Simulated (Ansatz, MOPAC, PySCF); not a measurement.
Dissociation curve of AlC (cation, charge +1), lowest triplet found (which spin is the ground state isn't settled by this scan).

Levels of theory: UKS-B3LYP/6-31G* = unrestricted B3LYP/6-31G*, spherical d (PySCF); UKS-B3LYP/LANL2DZ = unrestricted B3LYP/LANL2DZ, with its core potentials past Ne run with PySCF; AM1, unrestricted, heats of formation (MOPAC); FCI = full CI/aug-cc-pVDZ, frozen core (Ansatz, a program for electronic structure).

Energies relative to the lowest point of each curve between 1.63 and 2.22 Å, where full CI is lowest, in kJ/mol; the last columns give the difference from FCI:

```json
[
 {"R / Å": "1.43", "UKS-B3LYP/6-31G*": "415.3", "UKS-B3LYP/LANL2DZ": "450.9", "AM1": "80.9", "FCI": "450.6", "UKS-B3LYP/6-31G* − FCI": "-35.3", "UKS-B3LYP/LANL2DZ − FCI": "0.3", "AM1 − FCI": "-369.7"},
 {"R / Å": "1.54", "UKS-B3LYP/6-31G*": "211.4", "UKS-B3LYP/LANL2DZ": "237.4", "AM1": "18.1", "FCI": "236.0", "UKS-B3LYP/6-31G* − FCI": "-24.6", "UKS-B3LYP/LANL2DZ − FCI": "1.4", "AM1 − FCI": "-217.8"},
 {"R / Å": "1.63", "UKS-B3LYP/6-31G*": "110.8", "UKS-B3LYP/LANL2DZ": "130.6", "AM1": "0.0", "FCI": "128.4", "UKS-B3LYP/6-31G* − FCI": "-17.6", "UKS-B3LYP/LANL2DZ − FCI": "2.2", "AM1 − FCI": "-128.4"},
 {"R / Å": "1.70", "UKS-B3LYP/6-31G*": "61.2", "UKS-B3LYP/LANL2DZ": "76.8", "AM1": "2.3", "FCI": "74.1", "UKS-B3LYP/6-31G* − FCI": "-12.9", "UKS-B3LYP/LANL2DZ − FCI": "2.7", "AM1 − FCI": "-71.8"},
 {"R / Å": "1.81", "UKS-B3LYP/6-31G*": "17.9", "UKS-B3LYP/LANL2DZ": "27.4", "AM1": "27.2", "FCI": "24.6", "UKS-B3LYP/6-31G* − FCI": "-6.7", "UKS-B3LYP/LANL2DZ − FCI": "2.8", "AM1 − FCI": "2.6"},
 {"R / Å": "1.87", "UKS-B3LYP/6-31G*": "6.6", "UKS-B3LYP/LANL2DZ": "13.1", "AM1": "47.2", "FCI": "10.7", "UKS-B3LYP/6-31G* − FCI": "-4.1", "UKS-B3LYP/LANL2DZ − FCI": "2.4", "AM1 − FCI": "36.6"},
 {"R / Å": "1.93", "UKS-B3LYP/6-31G*": "1.2", "UKS-B3LYP/LANL2DZ": "4.8", "AM1": "68.1", "FCI": "3.1", "UKS-B3LYP/6-31G* − FCI": "-1.9", "UKS-B3LYP/LANL2DZ − FCI": "1.8", "AM1 − FCI": "65.1"},
 {"R / Å": "1.99", "UKS-B3LYP/6-31G*": "0.0", "UKS-B3LYP/LANL2DZ": "0.9", "AM1": "86.8", "FCI": "0.1", "UKS-B3LYP/6-31G* − FCI": "-0.1", "UKS-B3LYP/LANL2DZ − FCI": "0.8", "AM1 − FCI": "86.7"},
 {"R / Å": "2.03", "UKS-B3LYP/6-31G*": "0.9", "UKS-B3LYP/LANL2DZ": "0.0", "AM1": "96.9", "FCI": "0.0", "UKS-B3LYP/6-31G* − FCI": "0.9", "UKS-B3LYP/LANL2DZ − FCI": "0.0", "AM1 − FCI": "96.9"},
 {"R / Å": "2.15", "UKS-B3LYP/6-31G*": "8.2", "UKS-B3LYP/LANL2DZ": "2.4", "AM1": "113.7", "FCI": "5.3", "UKS-B3LYP/6-31G* − FCI": "2.8", "UKS-B3LYP/LANL2DZ − FCI": "-2.9", "AM1 − FCI": "108.3"},
 {"R / Å": "2.22", "UKS-B3LYP/6-31G*": "14.0", "UKS-B3LYP/LANL2DZ": "5.6", "AM1": "116.7", "FCI": "10.3", "UKS-B3LYP/6-31G* − FCI": "3.7", "UKS-B3LYP/LANL2DZ − FCI": "-4.6", "AM1 − FCI": "106.4"}
]
```

UKS-B3LYP/6-31G* is furthest from FCI at 1.43 (-35.3 kJ/mol, below); its mean absolute difference over the points is 10.0 kJ/mol.

UKS-B3LYP/LANL2DZ is furthest from FCI at 2.22 (-4.6 kJ/mol, below); its mean absolute difference over the points is 2.0 kJ/mol.

AM1 is furthest from FCI at 1.43 (-369.7 kJ/mol, below); its mean absolute difference over the points is 117.3 kJ/mol.

The scan ran from 1.43 to 6.71 Å; beyond the distances shown full CI changes its symmetry label. The unrestricted determinant behind UKS-B3LYP/6-31G* is spin-contaminated at 1.43 to 2.15 Å (<S²> up to 2.6, against 2.00 for a pure triplet). The unrestricted determinant behind UKS-B3LYP/LANL2DZ is spin-contaminated at 1.43 to 2.22 Å (<S²> up to 2.7, against 2.00 for a pure triplet). Also computed but left out beside FCI, since their determinant holds another spin at the minimum (<S²> over 0.7 above the pure value): UHF, UMP2, UCCSD, UCCSD(T), UCCSDT, UCCSDT(Q).
